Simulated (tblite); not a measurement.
H4Si2, charge +1, doublet, geometry from GFN2-xTB (a state made from the parent by changing its charge; the spin is typed, not shown lowest); GFN1-xTB run with tblite.

Input for tblite:
```
$ tblite run mol.xyz --method gfn1 --charge 1 --spin 1 --guess eeq --json tblite.json --no-restart

# file mol.xyz
6

Si    -0.16616702     1.07796466     0.62002792
H      0.06478625     2.52939845     0.75560368
Si     0.13180641    -0.97390264    -0.53199956
H      0.93583729    -0.94240197    -1.75786354
H     -1.28013849    -1.29759961    -0.77854108
H      0.76056340    -1.74626515     0.54840391
```

**Question.** Predict the main parts of the log of this tblite run.

**Answer.** 
```
xTB calculator
 | screened Coulomb repulsion
 | Coulomb electrostatics
 |  * isotropic Klopman-Ohno-Mataga-Nishimoto electrostatics
 |  * onsite third-order electrostatics
 | DFT-D3(BJ) dispersion correction

halogen bonding energy    0.0000000000000E+00 Eh
repulsion energy          4.1198354482452E-02 Eh
dispersion energy        -1.5368392785160E-03 Eh
number of electrons       1.1000000000000E+01 e
integral cutoff           2.8146159136829E+01 bohr

------------------------------------------------------------
  cycle        total energy    energy error   density error
------------------------------------------------------------
      1     -5.252553847175  -5.2922154E+00   3.4976565E-01
      2     -5.282286393764  -2.9732547E-02   1.6748527E-01
      3     -5.282678244098  -3.9185033E-04   4.9954712E-02
      4     -5.285140228306  -2.4619842E-03   2.1452286E-02
      5     -5.285658988516  -5.1876021E-04   5.4521737E-03
      6     -5.285676420548  -1.7432033E-05   3.4174322E-03
      7     -5.285686199897  -9.7793491E-06   4.8920279E-04
      8     -5.285686337613  -1.3771609E-07   1.7362500E-04
      9     -5.285686365740  -2.8126769E-08   1.0743678E-05
------------------------------------------------------------

electronic energy        -5.3253478809439E+00 Eh
total energy             -5.2856863657399E+00 Eh

Post processing:
 | Mayer-Wiberg bond orders

[Info] JSON dump of results written to 'tblite.json'
```
